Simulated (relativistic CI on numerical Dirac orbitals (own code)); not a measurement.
Crystal-field levels of Gd⁴⁺, 4f6

Calculated by Dirac-Coulomb-Breit CI, separate exchange-only KLI orbitals for each configuration, a model potential for QED, one configuration in a parametric crystal field, unscaled Slater integrals (own radial code). With so little scaling, terms lie 10 to 35 % too far apart, which can change the order of excited levels.

Field parameters in Wybourne normalisation. The field is a parameter set, without covalency.

S and J are read from ⟨S²⟩ = S(S + 1) and ⟨J²⟩ = J(J + 1) of each level; they are not fictitious spins.

D3h, B20 = 140, B40 = -690, B60 = -500, B66 = 820 cm⁻¹, the lowest 10 levels:

```tsv
E (cm⁻¹)	Degeneracy	S	J
0.0	1	2.94	0.04
444	2	2.96	1.01
477	1	2.96	1.03
1219	2	2.97	2.01
1256	2	2.97	2.01
1335	1	2.97	2.02
2231	1	2.98	3.01
2270	1	2.98	3.01
2305	2	2.98	3.02
2316	2	2.98	3.01
```

D3d, B20 = -880, B40 = 1780, B43 = -1100, B60 = -200, B63 = -60, B66 = -890 cm⁻¹, the lowest 16 levels:

| E (cm⁻¹) | Degeneracy | Irrep | S | J |
| --- | --- | --- | --- | --- |
| 0.0 | 1 | A1 | 2.95 | 0.36 |
| 272 | 1 | A2 | 2.96 | 1.15 |
| 567 | 2 | E | 2.96 | 1.12 |
| 1077 | 1 | A1 | 2.97 | 2.00 |
| 1207 | 2 | E | 2.97 | 2.10 |
| 1458 | 2 | E | 2.97 | 2.08 |
| 2235 | 2 | E | 2.98 | 3.07 |
| 2300 | 1 | A2 | 2.98 | 3.10 |
| 2406 | 2 | E | 2.98 | 2.98 |
| 2435 | 1 | A2 | 2.98 | 3.00 |
| 2498 | 1 | A1 | 2.98 | 3.02 |
| 3242 | 1 | A2 | 2.98 | 4.00 |
| 3419 | 2 | E | 2.98 | 4.01 |
| 3464 | 1 | A1 | 2.98 | 4.01 |
| 3555 | 2 | E | 2.98 | 4.00 |
| 3805 | 2 | E | 2.98 | 4.00 |

The next free-ion level lies 456 cm⁻¹ above the lowest; the ground level cannot split, and the field only mixes in higher J.

Levels of this model without a field, named by their leading LS term: ⁷F0 0, ⁷F1 456, ⁷F2 1259, ⁷F3 2298, ⁷F4 3487, ⁷F5 4765, ⁷F6 6089, ⁵D0 21554 cm⁻¹.
